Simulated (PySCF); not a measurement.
WBr4, SMILES [Br][W]([Br])([Br])[Br] (connectivity only; charge and spin as stated), neutral, multiplicity 3.

The structure is a stationary point at B3LYP-D3(BJ)/def2-SVP. The spin state was assumed, not searched. The def2 effective core potentials stand for the cores of W; spin–orbit coupling is left out.

Two levels are set side by side: PBE/def2-TZVP (PySCF) and ωB97X/def2-TZVP (PySCF). Same geometry, gas phase. Differences are taken from unrounded values.

```json
[
 {"quantity": "α-spin orbital gap (eV)", "ωB97X": "7.65"},
 {"quantity": "β-spin orbital gap (eV)", "ωB97X": "9.94"},
 {"quantity": "mean polarisability (bohr³)", "ωB97X": "129.2"}
]
```

Problem. What does PBE give, and how far is it from ωB97X? (The exact figures need the calculation; the answer reports its results.)

Solution. 
| quantity | PBE | PBE minus ωB97X |
|---|---|---|
| α-spin orbital gap (eV) | 1.25 | -6.40 |
| β-spin orbital gap (eV) | 3.77 | -6.17 |
| mean polarisability (bohr³) | 137.0 | 7.8 |

Loosely held outer electrons make PBE densities more polarisable. Differences between two approximate levels are no errors against the true value.

Rough cost on one machine, each run with all the roots and properties that it gave: ωB97X against PBE within a factor of 2.
